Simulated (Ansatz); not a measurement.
Consider the ligand exchange at the Si–N bond: `N[SiH2]N[SiH](N)Cl` + `N[SiH](O)F` → `N[SiH2]O[SiH](N)F` + `N[SiH](N)Cl`.

Gas-phase electronic energies from Ansatz, PBE0-D4/def2-TZVP geometries. CBS: MP2 limit from def2 TZ/QZ plus the TZ coupled-cluster correction, frozen cores. This one scheme is used for every species. One conformer a species, not always the lowest.

```csv
species,SCS-MP2/def2-QZVPP energy (Eh)
`N[SiH2]N[SiH](N)Cl`,-1206.88232
`N[SiH](O)F`,-521.20898
`N[SiH2]O[SiH](N)F`,-866.83202
`N[SiH](N)Cl`,-861.27980
```

(1) Work out ΔE.

Largest T1 diagnostic among the species: 0.011.

## Answers

(1) ΔE = (-866.83202) + (-861.27980) − (-1206.88232) − (-521.20898) = -0.02052 Eh = -53.9 kJ/mol. CCSD(T)/CBS gives -51.8 kJ/mol.

In def2-TZVPP, CCSD(T) changes the Hartree–Fock value by +16.1 kJ/mol (the triples alone add +2.6 kJ/mol) and MP2 by +17.0 kJ/mol. The D4 term adds +4.0 kJ/mol with B3LYP and +2.2 kJ/mol with PBE0; it sums over pairs of atoms, weighted by their polarisabilities, and B3LYP, whose exchange is more repulsive, gets the larger term.

B3LYP here is the variant with VWN-RPA as its local correlation; programs differ in this.
